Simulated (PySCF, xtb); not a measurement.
C₅H₆OSi, SMILES C#C[Si](C)(O)C#C. The values are those of a single conformer.

Harmonic wavenumbers (cm⁻¹) from GFN2-xTB (xtb) at its own minimum, in rising order: 76, 103, 109, 112, 162, 188, 219, 259, 282, 298, 326, 570, 673, 677, 678, 681, 693, 745, 781, 825, 845, 899, 1385, 1490, 1496, 2213, 2219, 3025, 3035, 3055, 3353, 3356, 3685.

Q: What does PySCF with PBE0-D3(BJ)/def2-SVP give at its own minimum? (Estimate from the structure and the level; the computed values follow.)

A: 92, 112, 128, 143, 181, 237, 239, 304, 366, 397, 408, 557, 655, 741, 741, 748, 751, 752, 767, 813, 860, 925, 1267, 1422, 1422, 2166, 2167, 3066, 3178, 3179, 3474, 3474, 3932. Paired by order, the mean absolute difference is 60 cm⁻¹ and the zero-point energies are 55.1 and 56.7 kcal/mol.
